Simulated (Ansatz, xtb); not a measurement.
**Two isomers of C5H7NO2**

We compare X, `CO[C@@H]1C[C@@H](C#N)O1`, a singlet, with Y, `CO[C@@H]1C[C@H](C#N)O1`, a singlet. Both are isolated molecules in the gas phase, relaxed with B3LYP-D3(BJ)/def2-SVP; the shapes shown needn't be the lowest conformers.

X (Å):

```yaml
atoms:
  - { symbol: C, position_ang: [1.7317, 0.1084, -1.0866] }
  - { symbol: C, position_ang: [0.4711, -0.2319, 0.8569] }
  - { symbol: C, position_ang: [-0.7917, -0.8642, 1.4492] }
  - { symbol: C, position_ang: [-1.2835, 0.5971, 1.5943] }
  - { symbol: C, position_ang: [-1.5308, 1.0647, 2.9644] }
  - { symbol: N, position_ang: [-1.7218, 1.4195, 4.0503] }
  - { symbol: O, position_ang: [0.6547, -0.5670, -0.4627] }
  - { symbol: O, position_ang: [-0.0574, 1.1020, 1.0492] }
  - { symbol: H, position_ang: [2.6854, -0.0853, -0.5596] }
  - { symbol: H, position_ang: [1.8064, -0.2723, -2.1138] }
  - { symbol: H, position_ang: [1.5570, 1.1973, -1.1135] }
  - { symbol: H, position_ang: [1.4144, -0.3403, 1.4291] }
  - { symbol: H, position_ang: [-1.3482, -1.4623, 0.7178] }
  - { symbol: H, position_ang: [-0.6606, -1.4146, 2.3884] }
  - { symbol: H, position_ang: [-2.1552, 0.8628, 0.9708] }
```

Y (Å):

```yaml
atoms:
  - { symbol: C, position_ang: [-0.6635, -1.0769, 1.3114] }
  - { symbol: C, position_ang: [0.3211, 0.3017, -0.3054] }
  - { symbol: C, position_ang: [1.3951, 1.3650, -0.5540] }
  - { symbol: C, position_ang: [0.2049, 2.3563, -0.5656] }
  - { symbol: C, position_ang: [0.1425, 3.3100, 0.5506] }
  - { symbol: N, position_ang: [0.1025, 4.0565, 1.4352] }
  - { symbol: O, position_ang: [0.4188, -0.2367, 0.9548] }
  - { symbol: O, position_ang: [-0.7360, 1.2811, -0.4400] }
  - { symbol: H, position_ang: [-1.6131, -0.5161, 1.3273] }
  - { symbol: H, position_ang: [-0.4561, -1.4680, 2.3161] }
  - { symbol: H, position_ang: [-0.7618, -1.9248, 0.6064] }
  - { symbol: H, position_ang: [0.1839, -0.4903, -1.0687] }
  - { symbol: H, position_ang: [2.1039, 1.4724, 0.2755] }
  - { symbol: H, position_ang: [1.9209, 1.2870, -1.5133] }
  - { symbol: H, position_ang: [0.0636, 2.9109, -1.5088] }
```

Task: Estimate E(Y) − E(X) at the level CCSD(T)/def2-SVP + ΔMP2/def2-TZVPP.

Result: CCSD(T)/def2-SVP + ΔMP2/def2-TZVPP gives E(Y) − E(X) = +0.13 kcal/mol, slightly favouring structure X, which is too small a margin to settle the true order.

How the difference moves with the method:

```tsv
level	geometry	E(Y) − E(X) (kcal/mol)	departure from the last row (kcal/mol)	job, with rough time for the two
GFN2-xTB	GFN2-xTB	+0.28	+0.15	optimisation, 0.22 s
HF/STO-3G	GFN2-xTB	+0.28	+0.15	single point, 1 s
r2SCAN-D4/def2-SVP	GFN2-xTB	+0.10	−0.03	single point, 9.6 s
B3LYP-D3(BJ)/def2-SVP	B3LYP-D3(BJ)/def2-SVP	+0.06	−0.07	optimisation, 90 s
HF/def2-SVP	B3LYP-D3(BJ)/def2-SVP	+0.31	+0.18	part of the CCSD(T) run
MP2/def2-SVP	B3LYP-D3(BJ)/def2-SVP	−0.07	−0.20	part of the CCSD(T) run
CCSD(T)/def2-SVP	B3LYP-D3(BJ)/def2-SVP	−0.01	−0.14	single point
CCSD(T)/def2-SVP + ΔMP2/def2-TZVPP	B3LYP-D3(BJ)/def2-SVP	+0.13		single point, 4.2 min
```

As drawn, both hold the same kinds of bond in the same numbers.

The largest departure from CCSD(T)/def2-SVP + ΔMP2/def2-TZVPP is that of MP2/def2-SVP, 0.20 kcal/mol. The last row adds to CCSD(T) the change of the MP2 difference between the two basis sets, here +0.14 kcal/mol.

With thermal terms from frequencies at re-optimised GFN2-xTB minima (ideal gas, soft modes damped towards free rotors, one conformer each, 298.15 K, 1 atm): the zero-point term adds +0.03 kcal/mol; ΔH is +0.12 and ΔG +0.23 kcal/mol.

The correlated steps freeze 8 core orbitals. Run with Ansatz 0.2.0, xtb 6.7.1; the last row on 2 threads of Arm Neoverse V1 on a shared host.
